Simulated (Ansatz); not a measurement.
A made-up structure of SiHSeO, doublet:

O1  (-1.057, -0.655, 0.969)
Si2  (-0.177, 0.022, 0.006)
Se3  (1.567, -0.421, 0.215)
H4  (-0.333, 1.054, -1.191)
(Å)

It is relaxed with PBE-D4/def2-SVP and then PBE0-D4/def2-TZVP (Ansatz 0.2.0). Atoms count as bonded within 1.22 times the sum of their covalent radii (H–H: 0.88 Å). The end point is not checked to be a true minimum.

Question: Does its bonding change? (Judge from chemistry; the calculation decides.)

Answer: By the calculation: No: no bond forms or breaks.

Where it ends: The first stage lowers the energy by 2.70 eV in 5 steps. It ends as SiHSeO ([O][SiH][Se]):
| atom | x (Å) | y (Å) | z (Å) |
| --- | --- | --- | --- |
| O1 | -1.2911 | -0.5628 | 0.9030 |
| Si2 | -0.2179 | 0.0277 | 0.0068 |
| Se3 | 1.9372 | -0.4579 | 0.1911 |
| H4 | -0.4281 | 0.9930 | -1.1008 |

Labels in which every atom is bracketed show which atoms are joined, not bond orders.

For scale, one of the runs: PBE0-D4/def2-TZVP relaxation, 122 basis functions, launched by `ansatz run in.yaml --threads 2 --pin off --events-out ev --progress --plain --max-ram 4352MiB`. Hardware: 2 CPU threads of an Arm Neoverse V2, shared host. Wall time about 47 s.
